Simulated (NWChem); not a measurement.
TiCl₄; SMILES [Cl][Ti]([Cl])([Cl])[Cl]

```xyz
5

Ti     0.0000     0.0000     0.0000
Cl     1.4961    -0.9447     1.2298
Cl    -1.4797     0.9329     1.2583
Cl     0.9307     1.4938    -1.2432
Cl    -0.9471    -1.4820    -1.2449
```
Atoms are numbered in this order, from 1.

All runs use the structure optimised with PBE0/def2-SVP.

Task: List the 4 lowest vertical singlet excitations from PBE0/def2-SVPD, TDA (NWChem).

Result: 
```tsv
state	energy (eV)	oscillator strength	leading excitation (squared amplitude)
S1	4.22	0.000	HOMO−2 → LUMO (0.50)
S2	4.22	0.000	HOMO−2 → LUMO+1 (0.50)
S3	4.22	0.000	HOMO → LUMO+1 (0.53)
S4	4.46	0.020	HOMO → LUMO (0.49)
```
